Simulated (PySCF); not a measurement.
# From computed data to an observable: chemical shift, span and skew from a shielding tensor

Ga(H)(F)(NH2) (FGaH₃N), SMILES [NH2][GaH][F]. Atoms are numbered in the order given.

```xyz
6

Ga    -0.3365    -0.0452     0.0000
H     -1.8574    -0.2957     0.0000
F      0.7471    -1.4373     0.0000
N      0.5551     1.5194     0.0000
H      1.5598     1.5720     0.0000
H      0.1187     2.4250     0.0000
```

Coordinates come from a ωB97X-D3(BJ)/def2-TZVP optimisation. The values are those of a single conformer.

GIAO shieldings from HF/pcSseg-2 (PySCF), non-relativistic, no solvent. The symmetric part of the tensor of N4 has the principal values 204.6, 242.7, 280.4 ppm. The same nucleus in NH3 has σ = 262.2 ppm at this level (PySCF, at its B3LYP-D3(BJ)/def2-TZVP geometry).

Task: Work out the isotropic shielding, the ¹⁵N shift against NH3, the span and the skew.

Result: 
σ(iso) = (σ11 + σ22 + σ33)/3 = 242.6 ppm. δ = σ(ref) − σ(iso) = 262.2 − (242.6) = 19.6 ppm.
Span Ω = σ33 − σ11 = 75.8 ppm. Skew κ = 3(σ(iso) − σ22)/Ω = -0.01. Tumbling in solution averages the tensor to δ; in a static solid the shielding alone would spread this spin-1/2 line over Ω.
